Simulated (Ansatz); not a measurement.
Basis-set extrapolation for `Cl[SiH2][SiH](Cl)Cl` (PBE0-D4/def2-TZVP geometry, frozen core, Ansatz). Multiplicity 1, RHF reference.

```json
{"": "HF", "def2-TZVPP": "-1958.330157", "def2-QZVPP": "-1958.386367"}
{"": "MP2 correlation", "def2-TZVPP": "-0.801841", "def2-QZVPP": "-0.881033"}
{"": "CCSD(T) correlation", "def2-TZVPP": "-0.911711", "def2-QZVPP": "not run"}
```

Energies in hartree. Use E(X) = E(∞) + A·exp(−7.88·√X) for Hartree–Fock and E(X) = E(∞) + B·X^(−2.97) for correlation, with X = 3 and 4, and add CCSD(T) minus MP2 of the smaller set to the MP2 limit.

What is the CCSD(T) energy at the basis-set limit?

HF limit: -1958.386367 + (-0.056210) × 0.13774 = -1958.39411. MP2 limit: -0.881033 + (-0.079192) × 0.74074 = -0.93969. Higher-order term: -0.911711 − (-0.801841) = -0.10987. Total: -1959.44367 hartree, 5.49 eV below CCSD(T)/def2-TZVPP.
